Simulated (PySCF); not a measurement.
Species: C7H12NP.
SMILES: `C=CCP(C)CCC#N`

Torsions of this conformer, `[CH2:1]=[CH:2][CH2:3][P:4]([CH3:5])[CH2:6][CH2:7][C:8]#[N:9]`: C1–C2–C3–P4 -113°, C2–C3–P4–C5 176°, C3–P4–C6–C7 -177°, P4–C6–C7–C8 180°.

The closed-shell ground state was solved at several levels (PySCF, density fitting, gas phase, non-relativistic). The structure is a single PBE0-D3(BJ)/def2-SVP conformer in the gas phase; no vibrational or solvent corrections.

| level | basis functions | HOMO (eV) | LUMO (eV) | gap (eV) | dipole (D) |
| --- | --- | --- | --- | --- | --- |
| PBE0/pcSseg-1 | 220 | -6.97 | -0.12 | 6.85 | 4.12 |
| B3LYP/def2-SVPD | 280 | -6.75 | -0.45 | 6.30 | 4.25 |

Q: What might PBE/pcSseg-1 (220 basis functions) give for the same quantities?

A: HOMO -5.84 eV, LUMO -1.14 eV, gap 4.70 eV, dipole 4.06 D.

Q: Over all these levels, which gives the widest orbital gap and which the narrowest?

A: PBE0/pcSseg-1 (global hybrid, 25 % exact exchange) has the widest, 6.85 eV, and PBE/pcSseg-1 (GGA) the narrowest, 4.70 eV. The two share the basis. From the narrowest to the widest the HOMO moves by -1.13 eV and the LUMO by +1.02 eV.

Q: How far do the dipole and the HOMO energy spread over the levels?

A: The dipole runs from 4.06 to 4.25 D (mean 4.14 D) and the HOMO from -6.97 to -5.84 eV.
